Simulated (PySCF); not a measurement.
# Spin states and ions at one geometry of [TaF4(H2S)]+

PySCF 2.14.0, RKS r2SCAN, Ta def2-SVP with ECP60, F def2-SVP, S def2-SVP, H def2-SVP; non-relativistic Hamiltonian with scalar-relativistic core potentials where named; density fitting; no spin-orbit coupling; singlets restricted, open shells unrestricted. The geometry is relaxed for charge +1, singlet, vacuum:

```xyz
8

Ta   -0.0314    0.3285    0.0092
F     0.0166   -0.0922    1.7929
F     1.4766    0.1008   -1.0146
F     0.0112    2.1556    0.1338
F    -1.6591    0.1514   -0.8181
S     0.0821   -2.4255   -0.2061
H    -1.1798   -2.7985    0.1306
H    -0.1249   -2.5723   -1.5396
```

Energies count from the relaxed state; an electron taken off or put on is at rest in vacuum. Charges and spins are Mulliken's.

```csv
state,energy (eV),spin squared,charge on Ta1 (e),spin on Ta1 (e),dipole about the centre of mass (D)
"charge +1, singlet, vacuum",0.00,0.00,1.59,0.00,4.71
"charge +1, triplet, vacuum",5.52,2.01,1.30,0.73,10.11
"charge 0, doublet, vacuum",-5.95,0.75,1.18,0.91,4.22
```

Problem. What does the state charge +2, doublet, vacuum give?

Solution. energy (eV) 17.04, spin squared 0.76, charge on Ta1 (e) 1.65, spin on Ta1 (e) -0.03, dipole about the centre of mass (D) 12.58.

With an electron taken off (doublet) the charges change, summed by element, by Ta +0.06 e, F +0.23 e, S +0.51 e, H +0.19 e. The vertical ionisation energy is 17.04 eV, against −ε(HOMO) = 13.63 eV of the relaxed state. The level lies 3.4 eV too high, as is usual for semilocal functionals and global hybrids, which keep a self-interaction error.

With an electron put on (doublet) the charges change, summed by element, by Ta -0.41 e, F -0.45 e, S -0.03 e, H -0.12 e. The vertical electron affinity is 5.95 eV, against −ε(LUMO) = 9.30 eV of the relaxed state.

Open shells may have lower solutions than those found.

No frequency check is given that shows the relaxed geometry to be a minimum.
